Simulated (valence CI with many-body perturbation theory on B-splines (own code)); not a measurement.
In35+: electric-dipole lines

Level of theory: configuration interaction combined with many-body perturbation theory (CI+MBPT): four valence electrons over a frozen Dirac-Fock core [Ne], radial functions for each j: 11 s, 11 p, 9 d, 7 f, 5 g, 2 h, 1 i, with the one-electron correlation potential Σ1, the two-electron term Σ2, the three-electron term Σ3, Breit, model QED; selected CI, second order for the rest (own B-spline code, finite nucleus).

The last digits are not significant, and no measured levels were compared; by estimate large intervals hold to a few tenths of a per cent, small ones and those within an open d or f shell to about a per cent.

Lines 51 to 100 of 240 in falling wavelength, among levels below 370.03 eV, chosen from the strongest by gf and those to the six lowest levels. Wavelengths and rates use the calculated energies. Electric multipoles are in the length gauge, E1 and E2 with the static RPA response of the core. Weak lines are less certain than strong ones. Lines between different terms over intervals too small for the method are left out, as are lines whose strength nearly cancels. The highest levels of a list are the least certain.

Levels are named by their leading jj configuration (3d3/2^4 stands for four electrons in 3d with j = 3/2), which in mixed levels can hold well under half, so a name can repeat and another be missing. Letters in brackets count levels of one name in rising energy.

| λ vac (Å) | Upper | Lower | A (s⁻¹) | log gf | Branch % |
| --- | --- | --- | --- | --- | --- |
| 118.4 | (3s 3p1/2^2 3p3/2) J=1 | (3s^2 3p1/2 3p3/2) J=1 | 1.80e+09 | -1.94 | 3.3 |
| 118.0 | (3s 3p1/2 3p3/2 3d3/2) J=2 [b] | (3s^2 3p1/2 3d5/2) J=3 | 5.30e+09 | -1.26 | 5.3 |
| 116.3 | (3s 3p1/2 3p3/2 3d5/2) J=4 [d] | (3s^2 3p3/2 3d5/2) J=4 | 3.48e+09 | -1.20 | 3.4 |
| 115.4 | (3s 3p1/2 3p3/2 3d5/2) J=3 [d] | (3s^2 3p3/2 3d5/2) J=4 | 4.72e+09 | -1.18 | 3.2 |
| 115.2 | (3s 3p1/2^2 3d5/2) J=3 | (3s 3p1/2 3p3/2^2) J=2 [a] | 1.73e+09 | -1.62 | 5.2 |
| 115.2 | (3s 3p1/2 3p3/2 3d3/2) J=2 [e] | (3s^2 3p3/2 3d3/2) J=3 | 6.21e+09 | -1.21 | 1.6 |
| 113.9 | (3s 3p1/2 3p3/2 3d5/2) J=3 [c] | (3s^2 3p3/2 3d5/2) J=2 | 1.76e+09 | -1.62 | 0.9 |
| 113.4 | (3s 3p1/2 3p3/2^2) J=2 [b] | (3s^2 3p3/2^2) J=2 | 4.63e+09 | -1.35 | 2.3 |
| 112.9 | (3s 3p1/2^2 3d5/2) J=2 | (3s 3p1/2 3p3/2^2) J=2 [a] | 5.19e+09 | -1.30 | 12.2 |
| 112.0 | (3s 3p1/2 3p3/2 3d5/2) J=2 [a] | (3s 3p1/2 3p3/2^2) J=2 [b] | 2.88e+09 | -1.57 | 3.2 |
| 109.8 | (3s 3p1/2 3p3/2^2) J=1 [b] | (3s^2 3p3/2^2) J=2 | 4.96e+09 | -1.57 | 1.7 |
| 109.6 | (3s 3p1/2^2 3d3/2) J=1 | (3s 3p1/2^2 3p3/2) J=1 | 3.90e+09 | -1.68 | 35.9 |
| 103.5 | (3s 3p1/2 3p3/2 3d5/2) J=2 [a] | (3s^2 3p1/2 3d5/2) J=3 | 3.02e+09 | -1.62 | 3.4 |
| 102.5 | (3s 3p1/2 3p3/2 3d5/2) J=2 [a] | (3s^2 3p1/2 3d5/2) J=2 | 3.57e+09 | -1.55 | 4.0 |
| 102.0 | (3s 3p1/2 3p3/2^2) J=2 [a] | (3s^2 3p1/2 3p3/2) J=2 | 9.71e+07 | -3.12 | 2.7 |
| 100.7 | (3s^2 3p1/2 3d3/2) J=2 | (3s^2 3p1/2 3p3/2) J=2 | 2.28e+07 | -3.76 | 8.0 |
| 100.4 | (3s 3p1/2 3p3/2 3d3/2) J=2 [b] | (3s 3p1/2 3p3/2^2) J=3 | 1.05e+10 | -1.10 | 10.6 |
| 97.51 | (3s 3p1/2 3p3/2^2) J=2 [a] | (3s^2 3p1/2 3p3/2) J=1 | 3.17e+09 | -1.65 | 89.2 |
| 97.29 | (3s 3p3/2^2 3d3/2) J=2 | (3s^2 3p3/2 3d3/2) J=1 | 2.92e+09 | -1.68 | 1.0 |
| 96.32 | (3s^2 3p1/2 3d3/2) J=2 | (3s^2 3p1/2 3p3/2) J=1 | 8.56e+07 | -3.23 | 29.8 |
| 95.51 | (3s^2 3p3/2 3d3/2) J=1 | (3s^2 3p3/2^2) J=0 | 9.92e+08 | -2.39 | 0.3 |
| 94.79 | (3s 3p1/2^2 3d3/2) J=1 | (3s 3p1/2^2 3p3/2) J=2 | 1.38e+09 | -2.25 | 12.7 |
| 94.68 | (3s 3p1/2 3p3/2^2) J=3 | (3s^2 3p1/2 3p3/2) J=2 | 7.19e+08 | -2.17 | 22.5 |
| 93.70 | (3s^2 3p3/2 3d5/2) J=2 | (3s^2 3p3/2^2) J=2 | 1.93e+09 | -1.90 | 44.8 |
| 92.84 | (3s 3p1/2^2 3d3/2) J=2 | (3s 3p1/2^2 3p3/2) J=2 | 3.42e+09 | -1.66 | 34.4 |
| 91.20 | (3s 3p3/2^2 3d3/2) J=3 | (3s^2 3p3/2 3d5/2) J=2 | 5.89e+09 | -1.29 | 2.4 |
| 90.55 | (3s 3p1/2 3p3/2 3d5/2) J=3 [d] | (3s 3p1/2 3p3/2^2) J=2 [b] | 1.13e+10 | -1.01 | 7.7 |
| 89.78 | (3s 3p1/2 3p3/2 3d5/2) J=4 [c] | (3s^2 3p1/2 3d5/2) J=3 | 4.72e+09 | -1.29 | 10.8 |
| 89.78 | (3s 3p1/2 3p3/2 3d3/2) J=2 [e] | (3s 3p1/2 3p3/2^2) J=1 [b] | 6.00e+09 | -1.44 | 1.6 |
| 89.09 | (3s 3p1/2 3p3/2 3d3/2) J=1 [c] | (3s^2 3p1/2 3d3/2) J=1 | 6.37e+09 | -1.64 | 2.4 |
| 88.60 | (3s 3p1/2 3p3/2 3d3/2) J=1 [d] | (3s 3p1/2 3p3/2^2) J=1 [a] | 6.64e+09 | -1.63 | 1.8 |
| 87.92 | (3s 3p1/2 3p3/2 3d5/2) J=3 [c] | (3s^2 3p1/2 3d5/2) J=3 | 2.93e+09 | -1.62 | 1.5 |
| 87.16 | (3s^2 3p3/2 3d3/2) J=1 | (3s^2 3p3/2^2) J=2 | 2.96e+09 | -2.00 | 0.9 |
| 87.02 | (3s^2 3p3/2 3d3/2) J=2 | (3s^2 3p3/2^2) J=2 | 1.68e+09 | -2.02 | 0.4 |
| 86.71 | (3s 3p1/2 3p3/2 3d5/2) J=0 | (3s 3p1/2 3p3/2^2) J=1 [b] | 4.66e+10 | -1.28 | 19.8 |
| 86.47 | (3s^2 3p3/2 3d3/2) J=3 | (3s^2 3p3/2^2) J=2 | 8.28e+09 | -1.19 | 3.2 |
| 85.89 | (3s 3p1/2 3p3/2 3d5/2) J=1 [b] | (3s 3p1/2 3p3/2^2) J=1 [a] | 1.01e+10 | -1.47 | 9.6 |
| 85.88 | (3s^2 3p1/2 3d3/2) J=1 | (3s^2 3p1/2 3p3/2) J=2 | 2.51e+09 | -2.08 | 0.9 |
| 85.43 | (3s 3p1/2 3p3/2 3d5/2) J=4 [d] | (3s^2 3p1/2 3d5/2) J=3 | 9.57e+10 | -0.03 | 94.7 |
| 85.03 | (3s 3p1/2 3p3/2 3d5/2) J=1 [c] | (3s 3p1/2 3p3/2^2) J=2 [b] | 1.59e+10 | -1.29 | 9.5 |
| 84.88 | (3s 3p1/2 3p3/2 3d5/2) J=2 [a] | (3s^2 3p1/2 3d3/2) J=2 | 1.51e+10 | -1.09 | 16.9 |
| 84.75 | (3s 3p1/2 3p3/2 3d5/2) J=2 [c] | (3s 3p1/2 3p3/2^2) J=2 [b] | 9.64e+09 | -1.28 | 5.8 |
| 84.24 | (3s 3p1/2 3p3/2 3d5/2) J=3 [d] | (3s^2 3p1/2 3d5/2) J=2 | 1.21e+11 | -0.04 | 82.9 |
| 84.15 | (3s 3p1/2 3p3/2 3d5/2) J=3 [e] | (3s 3p1/2 3p3/2^2) J=2 [b] | 1.05e+11 | -0.11 | 44.3 |
| 84.12 | (3s 3p1/2 3p3/2 3d5/2) J=3 [a] | (3s 3p1/2 3p3/2^2) J=2 [a] | 2.04e+10 | -0.82 | 13.1 |
| 84.00 | (3s 3p1/2 3p3/2 3d5/2) J=3 [b] | (3s 3p1/2 3p3/2^2) J=3 | 3.55e+10 | -0.58 | 42.8 |
| 83.98 | (3s 3p1/2 3p3/2 3d5/2) J=2 [a] | (3s 3p1/2 3p3/2^2) J=2 [a] | 3.14e+10 | -0.78 | 35.1 |
| 83.97 | (3s 3p1/2 3p3/2 3d3/2) J=2 [e] | (3s 3p1/2 3p3/2^2) J=1 [a] | 3.31e+10 | -0.76 | 8.5 |
| 83.92 | (3s 3p1/2^2 3d5/2) J=3 | (3s 3p1/2^2 3p3/2) J=2 | 2.58e+10 | -0.72 | 78.3 |
| 83.82 | (3s 3p1/2 3p3/2 3d5/2) J=2 [d] | (3s 3p1/2 3p3/2^2) J=1 [b] | 2.59e+10 | -0.86 | 9.1 |
